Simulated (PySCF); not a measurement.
C4H9BeF (SMILES C[C](C)(C)[Be][F]), singlet, geometry from GFN2-xTB (such geometries of metal compounds can be far from the true shape), atoms displaced at random by about 0.03 Å a coordinate; R2SCAN/STO-3G, gradient (PySCF).

The PySCF input:
```python
from pyscf import gto, scf, dft

mol = gto.M(
    atom='''
Be   -0.451069    1.269343   -0.202283
F    -0.857796    2.590222   -0.454131
C     0.104966   -0.307928    0.065565
C    -0.987167   -1.402520   -0.284767
C     1.352699   -0.724344   -0.774771
C     0.474565   -0.595057    1.554503
H    -0.603831   -2.383900   -0.134572
H    -1.222711   -1.394390   -1.374903
H    -1.800066   -1.227681    0.302538
H     1.192208   -0.650786   -1.851773
H     2.238016   -0.046692   -0.598613
H     1.688141   -1.810919   -0.555276
H     1.304845    0.093014    1.830827
H    -0.331686   -0.400191    2.230902
H     0.843170   -1.596464    1.694025
''',
    basis='sto-3g',
    charge=0,
    spin=0,
    verbose=4,
)

mf = dft.RKS(mol)
mf.xc = 'r2scan'
mf.grids.level = 5
mf.kernel()
g = mf.nuc_grad_method()
g.grid_response = True
grad = g.kernel()
```

It wrote (shortened):

```
PySCF version 2.14.0

[INPUT] verbose = 4
[INPUT] num. atoms = 15
[INPUT] num. electrons = 46
[INPUT] charge = 0
[INPUT] spin (= nelec alpha-beta = 2S) = 0
[INPUT] symmetry False subgroup None
[INPUT] Mole.unit = angstrom
[INPUT] Symbol           X                Y                Z      unit          X                Y                Z       unit  Magmom
[INPUT]  1 Be    -0.451069000000   1.269343000000  -0.202283000000 AA   -0.852396873281   2.398710628134  -0.382259469655 Bohr   0.0
[INPUT]  2 F     -0.857796000000   2.590222000000  -0.454131000000 AA   -1.620999510747   4.894810181823  -0.858183214675 Bohr   0.0
[INPUT]  3 C      0.104966000000  -0.307928000000   0.065565000000 AA    0.198356992391  -0.581899586085   0.123899893357 Bohr   0.0
[INPUT]  4 C     -0.987167000000  -1.402520000000  -0.284767000000 AA   -1.865475269209  -2.650378684225  -0.538131639314 Bohr   0.0
[INPUT]  5 C      1.352699000000  -0.724344000000  -0.774771000000 AA    2.556230638973  -1.368811779972  -1.464104999255 Bohr   0.0
[INPUT]  6 C      0.474565000000  -0.595057000000   1.554503000000 AA    0.896797878304  -1.124494758505   2.937584929815 Bohr   0.0
[INPUT]  7 H     -0.603831000000  -2.383900000000  -0.134572000000 AA   -1.141075215522  -4.504918108351  -0.254304224035 Bohr   0.0
[INPUT]  8 H     -1.222711000000  -1.394390000000  -1.374903000000 AA   -2.310588919493  -2.635015210832  -2.598190117843 Bohr   0.0
[INPUT]  9 H     -1.800066000000  -1.227681000000   0.302538000000 AA   -3.401631746141  -2.319980858332   0.571713962274 Bohr   0.0
[INPUT] 10 H      1.192208000000  -0.650786000000  -1.851773000000 AA    2.252946603515  -1.229807305701  -3.499343814864 Bohr   0.0
[INPUT] 11 H      2.238016000000  -0.046692000000  -0.598613000000 AA    4.229237302395  -0.088235092208  -1.131214624604 Bohr   0.0
[INPUT] 12 H      1.688141000000  -1.810919000000  -0.555276000000 AA    3.190124149649  -3.422140943771  -1.049319563544 Bohr   0.0
[INPUT] 13 H      1.304845000000   0.093014000000   1.830827000000 AA    2.465799685008   0.175770985750   3.459761611459 Bohr   0.0
[INPUT] 14 H     -0.331686000000  -0.400191000000   2.230902000000 AA   -0.626795699352  -0.756251387516   4.215793790744 Bohr   0.0
[INPUT] 15 H      0.843170000000  -1.596464000000   1.694025000000 AA    1.593360376450  -3.016879727728   3.201243298166 Bohr   0.0

nuclear repulsion = 206.644728303161
number of shells = 27
number of NR pGTOs = 117
number of NR cGTOs = 39
basis = sto-3g
ecp = {}

******** <class 'pyscf.dft.rks.RKS'> ********
method = RKS
initial guess = minao
damping factor = 0
level_shift factor = 0
DIIS = <class 'pyscf.scf.diis.CDIIS'>
diis_start_cycle = 1
diis_space = 8
diis_damp = 0
SCF conv_tol = 1e-09
SCF conv_tol_grad = None
SCF max_cycles = 50
direct_scf = True
direct_scf_tol = 1e-13
XC library pyscf.dft.libxc version 7.1.2
    S. Lehtola, C. Steigemann, M. J. T. Oliveira, and M. A. L. Marques,  SoftwareX 7, 1–5 (2018)
XC functionals = r2scan
    J. W. Furness, A. D. Kaplan, J. Ning, J. P. Perdew, and J. Sun,  J. Phys. Chem. Lett. 11, 8208–8215 (2020)
    J. W. Furness, A. D. Kaplan, J. Ning, J. P. Perdew, and J. Sun,  J. Phys. Chem. Lett. 11, 9248–9248 (2020)
    J. W. Furness, A. D. Kaplan, J. Ning, J. P. Perdew, and J. Sun,  J. Phys. Chem. Lett. 11, 8208–8215 (2020)
    J. W. Furness, A. D. Kaplan, J. Ning, J. P. Perdew, and J. Sun,  J. Phys. Chem. Lett. 11, 9248–9248 (2020)
radial grids:
    Treutler-Ahlrichs [JCP 102, 346 (1995); DOI:10.1063/1.469408] (M4) radial grids

becke partition: Becke, JCP 88, 2547 (1988); DOI:10.1063/1.454033
pruning grids: <function nwchem_prune>
grids dens level: 5
symmetrized grids: False
atomic radii adjust function: <function treutler_atomic_radii_adjust>
small_rho_cutoff = 0
Set gradient conv threshold to 3.16228e-05
Initial guess from minao.
tot grids = 469768
init E= -268.828200120662
  HOMO = -0.316109606418984  LUMO = -0.00874014864629979  gap/eV = 8.36395
cycle= 1 E= -268.78678492656  delta_E= 0.0414  |g|= 0.42  |ddm|= 4.65
  HOMO = -0.0994965745292507  LUMO = 0.151023743637285  gap/eV = 6.81701
cycle= 2 E= -268.353997780677  delta_E= 0.433  |g|=  1.4  |ddm|= 1.89
  HOMO = -0.156473701447164  LUMO = 0.119747417454226  gap/eV = 7.51636
cycle= 3 E= -268.852424563266  delta_E= -0.498  |g|= 0.17  |ddm|= 1.24
  HOMO = -0.18725943930196  LUMO = 0.111093427649704  gap/eV = 8.11860
cycle= 4 E= -268.860638765643  delta_E= -0.00821  |g|= 0.0604  |ddm|= 0.267
  HOMO = -0.184400132482219  LUMO = 0.10798590226636  gap/eV = 7.95623
cycle= 5 E= -268.861902314746  delta_E= -0.00126  |g|= 0.00818  |ddm|= 0.0714
  HOMO = -0.18473546135686  LUMO = 0.107650201201471  gap/eV = 7.95622
cycle= 6 E= -268.861923773154  delta_E= -2.15e-05  |g|= 0.000862  |ddm|= 0.0114
  HOMO = -0.184760395753236  LUMO = 0.107783585425534  gap/eV = 7.96053
cycle= 7 E= -268.861924039896  delta_E= -2.67e-07  |g|= 0.000167  |ddm|= 0.00139
  HOMO = -0.184771052864831  LUMO = 0.107759911200063  gap/eV = 7.96017
cycle= 8 E= -268.861924049783  delta_E= -9.89e-09  |g|= 4.04e-05  |ddm|= 0.000286
  HOMO = -0.18477132621676  LUMO = 0.107754906282637  gap/eV = 7.96004
cycle= 9 E= -268.861924050328  delta_E= -5.45e-10  |g|= 3.62e-06  |ddm|= 6.14e-05
  HOMO = -0.1847712740494  LUMO = 0.107754819094296  gap/eV = 7.96004
Extra cycle  E= -268.861924050324  delta_E= 3.41e-12  |g|= 4.49e-06  |ddm|= 1.1e-05
converged SCF energy = -268.861924050324

******** <class 'pyscf.grad.rks.Gradients'> for <class 'pyscf.dft.rks.RKS'> ********
unit = Eh/Bohr
grid_response = True
--------------- RKS gradients ---------------
         x                y                z
0 Be     0.0157361844    -0.0607053678     0.0133087380
1 F    -0.0159870930     0.0552101587    -0.0109664537
2 C     0.0011073812     0.0426427706     0.0027036558
3 C    -0.0526756161    -0.0237113605     0.0678459208
4 C    -0.0409979319     0.0067681437    -0.0030110410
5 C    -0.0304181230    -0.0402483392     0.0073780144
6 H    -0.0131518701     0.0267727042    -0.0155583641
7 H     0.0065466743    -0.0083662970    -0.0140016466
8 H     0.0684537297    -0.0060324058    -0.0380518947
9 H     0.0093299893     0.0026006655     0.0076627942
10 H     0.0144961721     0.0136208893    -0.0047834036
11 H     0.0131964783    -0.0355809349     0.0034025084
12 H     0.0065748209     0.0073746557    -0.0022424046
13 H     0.0204002551    -0.0012169842    -0.0137073420
14 H    -0.0026110512     0.0208717017     0.0000209186
----------------------------------------------
```
